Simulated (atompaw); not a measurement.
# Before and after: PAW (atompaw) potential for tellurium (Te)

```json
{
 "Element": "tellurium",
 "Generator": "atompaw 4.2.0.5",
 "Type": "PAW",
 "Functional": "LDA (PW92)",
 "Relativity": "scalar-relativistic",
 "Frozen core": "[Kr] 4d10",
 "Valence charge": "6",
 "Reference configuration": "5s2 5p2 (charge +2)",
 "Partial waves": "5s (bound): rc 1.40 bohr; 5s channel at -1.75 Ry: rc 1.40 bohr; 5p (bound): rc 2.05 bohr; 5p channel at 1.35 Ry: rc 2.05 bohr",
 "Local potential": "bessel scheme, radius 1.35 bohr",
 "Core correction": "smooth core density matched at 1.70 bohr",
 "Augmentation charge": "sinc compensation charge, radius 1.65 bohr; PAW radius 2.05 bohr; waves and projectors: custom polynom2 7 10 vanderbiltortho"
}
```

All-electron outer shells of the reference configuration (LDA (PW92), scalar-relativistic, ld1.x):

```tsv
shell	level (eV)	outermost node (bohr)	outermost maximum (bohr)
5s	-33.07	0.91	1.75
5p	-22.59	0.99	2.04
```

Change: augmentation sinc compensation charge, radius 1.65 bohr; PAW radius 2.05 bohr; waves and projectors: custom polynom vanderbiltortho.

Cutoffs: the cutoffs (Ry, on a coarse ladder) from which the occupation-weighted sum of valence levels, in a spherical-Bessel basis at the reference potential, stays within 10 and 1 mRy of its value at 400 Ry; they do not see the model core or the augmentation charge, which bear on the density cutoff.

Question: What does the change do?

Answer: The potential gets harder (21 Ry and 30 Ry → 30 Ry and 50 Ry); the bound ghosts move from d, p, s to d, s.

| quantity | base | changed |
| --- | --- | --- |
| cutoff, loose | 21 Ry | 30 Ry |
| cutoff, tight | 30 Ry | 50 Ry |
| loose cutoff by channel (10 mRy a level) | s 18 Ry, p 6 Ry | s 25 Ry, p 6 Ry |
| bound ghosts | s, p, d | s, d |
| s: phases at 2.05 bohr within 0.05 rad from the reference energy up to (Ry; the scan ends near 5) | n/a | to the end of the scan |
| p: phases at 2.05 bohr within 0.05 rad from the reference energy up to (Ry; the scan ends near 5) | to the end of the scan | to the end of the scan |
| lowest overlap eigenvalue by channel | s 0.19, p 0.11 | s 0.66, p 0.25 |

 A true bound ghost makes a file unfit for plane-wave use even where its test errors are small: the radial tests pick states by their node count and pass the ghost by. The cutoffs see the waves, projectors and local potential, not the compensation charge or the core.
